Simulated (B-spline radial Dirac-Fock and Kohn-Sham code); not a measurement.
**What relativity does to the binding energies of Tm⁶⁺**

System: the Tm⁶⁺ ion in the configuration [Kr] 4d10 4f11 5s2 5p4.

Both columns are ΔSCF binding energies of the configuration average from a B-spline atomic structure program: non-relativistic Hartree-Fock with a point nucleus, and Dirac-Fock with a finite nucleus and the Coulomb interaction alone, averaged over the two j levels with weights 2j+1.

| shell | Hartree-Fock (eV) | Dirac-Fock (eV) | shift (eV) | shift (%) |
| --- | --- | --- | --- | --- |
| 1s | 55607.0 | 59762.8 | +4155.79 | +7.47 |
| 2s | 9167.8 | 10255.1 | +1087.37 | +11.86 |
| 2p | 8741.1 | 9096.2 | +355.12 | +4.06 |
| 3s | 2156.6 | 2419.9 | +263.30 | +12.21 |
| 3p | 1962.2 | 2058.9 | +96.70 | +4.93 |
| 3d | 1604.0 | 1589.3 | -14.71 | -0.92 |
| 4s | 512.0 | 575.6 | +63.55 | +12.41 |
| 4d | 287.7 | 284.3 | -3.37 | -1.17 |
| 4f | 107.2 | 100.9 | -6.29 | -5.87 |
| 5s | 132.6 | 143.7 | +11.12 | +8.39 |
| 5p | 108.4 | 111.4 | +3.02 | +2.79 |

Relativity binds 1s, 2s, 2p, 3s, 3p, 4s, 5s, 5p more strongly, among those listed most of all 4s in relative terms, and 3d, 4d, 4f more weakly, because the contracted s and p shells screen the nucleus better.

Values without a named source are computed, but for edge energies of neutral atoms, which are taken from tables.
